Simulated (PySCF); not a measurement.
**Bond curve of DyBr**

Set-up: basis Dy x2c-SVPall, Br x2c-SVPall; spin-free X2C with a Gaussian nucleus; PySCF 2.14. Energies in eV from Dy (4f10 6s2) + Br in their ground configurations at the same level. State: sextet, about 9.8 electrons in the 4f shell (Mulliken), real f orbitals that mix terms.

All columns are PBE0. A positive dipole means Dy(−)Br(+).

```tsv
R (Å)	E (eV)	μ (D)	Mulliken charge on Dy (basis-dependent)	HOMO (eV)	LUMO (eV)	Mayer bond order	⟨S²⟩
2.275	-3.066	-2.57	0.17	-4.31	-1.95	1.44	8.76
2.381	-3.555	-3.04	0.24	-4.36	-2.07	1.33	8.76
2.486	-3.815	-3.56	0.31	-4.41	-2.16	1.23	8.76
2.566	-3.903	-3.97	0.35	-4.46	-2.23	1.16	8.76
2.645	-3.924	-4.39	0.38	-4.50	-2.30	1.11	8.76
2.724	-3.896	-4.82	0.41	-4.54	-2.36	1.06	8.76
2.830	-3.803	-5.40	0.45	-4.60	-2.44	1.00	8.76
2.962	-3.628	-6.13	0.48	-4.68	-2.54	0.94	8.75
3.121	-3.369	-7.01	0.51	-4.79	-2.66	0.89	8.75
3.333	-2.992	-8.16	0.54	-4.93	-2.80	0.83	8.75
```

A fit through these points gives, at Re = 2.636 Å, μ = -4.34 D and dμ/dR = -5.34 D/Å; the reduced mass is 53.27 u.

Question: How strong is the fundamental in the double-harmonic approximation, I = 42.26·(dμ/dR)²/μred km/mol?

Answer: I = 42.26·(-5.34)²/53.27 = 22.6 km/mol at PBE0.

Spin–orbit coupling is left out, which matters for elements this heavy, above all for dissociation energies. The state is the lowest single determinant that the PBE0 search found; with open d or f shells the true ground state can be another one.
